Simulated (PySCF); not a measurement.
## RhO₂: from structure and modes to constants

These are results of UPBE0/[Rh def2-TZVP with ECP28, O def2-TZVP], scalar-relativistic core potentials, density fitting, no spin–orbit coupling, PySCF, not measurements.

The doublet minimum has C2v symmetry. Masses (u): Rh 102.90550, O 15.99492.

```xyz
3
charge 0 multiplicity 2, angstrom
Rh    0.0000    0.0000   -0.0871
O     1.6202    0.0000    0.2802
O    -1.6202    0.0000    0.2802
```

Harmonic wavenumbers (cm⁻¹): 198.6 (a1, ×1), 989.1 (a1, ×1), 989.5 (b2, ×1).

(1) Find the principal moments of inertia and the rotational constants. What kind of rotor is it?

(2) What is the harmonic zero-point energy?

(3) Find the vibrational entropy and heat capacity at 298.15 K.

Results:

(1) About the centre of mass I = 3.292, 83.977, 87.269 u Å². With B = 16.8576/I this gives 5.121, 0.2007, 0.1932 cm⁻¹. The molecule is an asymmetric top with κ = -1.00.

(2) Half the sum of all 3 wavenumbers, 2177/2 = 1089 cm⁻¹, which is 13.0 kJ/mol (1 cm⁻¹ = 0.0119627 kJ/mol).

(3) With u = 1.43878 ω/T, each mode gives S = R[u/(eᵘ−1) − ln(1−e⁻ᵘ)] and C = R u² eᵘ/(eᵘ−1)².
```csv
ω (cm⁻¹),u,S (J/(mol K)),C (J/(mol K))
198.6,0.958,8.98,7.71
989.1,4.773,0.41,1.63
989.5,4.775,0.41,1.63
```
The sums over all modes are S = 9.8 and C = 11.0 J/(mol K); the softest mode gives 92 % of the entropy.

Only a few start shapes were tried, so a lower isomer may exist. Open d and f shells are described by one determinant, and the ground state may have another occupation or spin.
